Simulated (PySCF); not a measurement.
**UHF on Sn²⁺ (tin, charge +2)**

Configuration: [Kr] 4d9 5s2 5p1, one real determinant (an excited configuration). Computed with PySCF 2.14 in aug-cc-pVQZ-PP with ECP28MDF (7s7p5d3f2g, 92 functions), with scalar relativity through the core potential.

| Property | Result |
| --- | --- |
| Total energy | -211.622267 hartree |
| One-electron energy | -356.9497 hartree |
| Hartree (Coulomb) energy | 161.6319 hartree |
| Exchange energy | -16.3044 hartree |
| ⟨S²⟩ | 2.0102 |
| ⟨L²⟩ | 8.038 |
| Sum of ⟨r⟩ | 23.49 bohr |
| Sum of ⟨r²⟩ | 36.48 bohr² |
| Traceless quadrupole moment −½Σ⟨3z² − r²⟩ along its main axis | -2.85 e·bohr² |

```tsv
shell	electrons	mean orbital energy (eV)	spread (eV)	rms radius, mean of both spins (bohr)
4s α	1	-186.00	0	0.873
4s β	1	-182.99	0	0.873
4p α	3	-136.22	2.249	0.945
4p β	3	-132.65	2.402	0.945
4d α	5	-60.671	2.178	1.14
4d β	4	-59.063	0.870	1.14
5s α	1	-33.517	0	2.32
5s β	1	-30.719	0	2.32
5p α	1	-24.548	0	2.69
```

⟨L²⟩ = 8.04 against 12 for a pure F term, so this real determinant mixes terms. Energies and moments cover only the electrons outside the core potential.
